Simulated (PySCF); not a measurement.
## Correlation energy of Nb (niobium, neutral)

[Kr] 4d4 5s1, high-spin 6D determinant. Calculation: PySCF 2.14, in x2c-TZVPall (8s6p6d1f, 63 functions); scalar relativity by spin-free X2C-1e. Frozen: [Kr]; 5 electrons correlated.

MP2 pair energies summed by pair of shells (mhartree):

```tsv
pair	energy	share (%)
4d-4d	-28.72	70.8
4d-5s	-11.86	29.2
```

Total MP2 correlation energy: -40.58 mhartree.

Same-spin part -40.58 and opposite-spin part 0.00 mhartree; SCS-MP2 scales them by 1/3 and 6/5 to -13.53 mhartree.
